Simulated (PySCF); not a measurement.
# Radial density of S⁺ (sulfur, charge +1)

TPSS, [Ne] 3s2 3p3, high-spin 4S determinant. Calculation: PySCF 2.14, in dyall-acv3z; the non-relativistic Hamiltonian (point nucleus).

| r (bohr) | 4πr²ρ (e/bohr) | 4πr²(ρα − ρβ) |
| --- | --- | --- |
| 0.00157 | 0.07907 | 0.0000 |
| 0.00265 | 0.2162 | 0.0000 |
| 0.00445 | 0.5772 | 0.0000 |
| 0.00749 | 1.482 | 0.0000 |
| 0.0126 | 3.562 | 0.0001 |
| 0.0212 | 7.665 | 0.0006 |
| 0.0356 | 13.72 | 0.0040 |
| 0.0599 | 18.21 | 0.0220 |
| 0.101 | 15.77 | 0.0959 |
| 0.170 | 12.04 | 0.2784 |
| 0.285 | 16.77 | 0.3912 |
| 0.480 | 13.86 | 0.0634 |
| 0.807 | 3.881 | 0.3454 |
| 1.36 | 3.329 | 1.7706 |
| 2.28 | 1.686 | 1.0958 |
| 3.84 | 0.1205 | 0.0949 |
| 6.46 | 0.0008286 | 0.0008 |
